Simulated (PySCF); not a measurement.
MoP: from constants to spectrum

ROHF-CCSD(T) constants of MoP, quartet, unpaired electrons σ ↑, δ ↑↑ (basis Mo def2-TZVPP with ECP28, P def2-TZVPP; scalar-relativistic core potentials; PySCF 2.14; masses 97.9054 and 30.9738 u):

- ωe: 526.2 cm⁻¹
- ωexe: 2.01 cm⁻¹
- Be: 0.16043 cm⁻¹
- αe: 0.000689 cm⁻¹
- De to Mo (4d5 5s1) + P: 2.95 eV

(1) What force constant and bond length do these constants imply?

(2) Estimate the centrifugal constant D from the Kratzer relation and find the Dunham coefficient a1.

Correlated steps freeze 5 core orbitals. These are scalar-relativistic numbers at best; spin–orbit coupling would shift them, the dissociation energy most. The CCSD T1 diagnostic is raised, a sign that a single reference may not be enough here. With d or f electrons several states lie close, and the lowest PBE0 determinant need not be the measured ground state.

## Answers

(1) Reduced mass μred = 23.530 u; k = 5.8918×10⁻⁷·μred·ωe² (u, cm⁻¹, mdyn/Å) = 3.84 mdyn/Å; Re = √(16.8576/(μred·Be)) (u, cm⁻¹, Å) = 2.113 Å.

(2) D = 4Be³/ωe² = 5.97e-08 cm⁻¹; a1 = −1 − αeωe/(6Be²) = -3.35.
